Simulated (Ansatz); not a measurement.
Ansatz results at the PBE0-D4/def2-TZVP geometry: HOMO–LUMO gap (PBE/def2-TZVPP) 6.51 eV; size of the dipole moment (PBE/def2-TZVPP) 1.22 D; HOMO–LUMO gap (B3LYP/def2-TZVPP) 8.67 eV.

Each molecule was computed in one conformer, which needn't be the lowest.

(1) Which molecule gave them?
A. `Cl/C=C/CCl`
B. `COC(F)CCl`
C. `N#C[SiH]1CS1`
D. `BC(C)=O`

## Answers

(1) B. The others give `N#C[SiH]1CS1`: 4.00, 3.22, 5.63; `BC(C)=O`: 4.11, 3.17, 6.20; `Cl/C=C/CCl`: 4.70, 1.63, 6.39.

B3LYP here is the variant with VWN-RPA as its local correlation; programs differ in this.
